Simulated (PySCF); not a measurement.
SiFBr, SMILES F[Si]Br (connectivity only; charge and spin as stated), neutral, multiplicity 1.

Geometry optimised at ωB97X-D3(BJ)/def2-TZVP.

These are ωB97X/def2-TZVPD in PySCF values and carry that method's errors.

The molecule is in vacuum.

Q: Estimate the frontier levels, gap, dipole moment and polarisability. (An estimate is asked for; the answer gives what the named calculation found.)

A: 
| Property | Result |
|---|---|
| highest occupied level | -10.08 eV |
| lowest empty level | -0.61 eV |
| orbital gap | 9.47 eV |
| dipole moment | 0.224 e·Å |
| quadrupole, principal values (traceless, Buckingham form, about the centre of nuclear charge) | -4.31, 1.08, 3.23 D·Å |
| mean static polarisability | 52.0 bohr³ (7.70 Å³) |
| polarisability, principal values | 43.7, 43.8, 68.4 bohr³ |
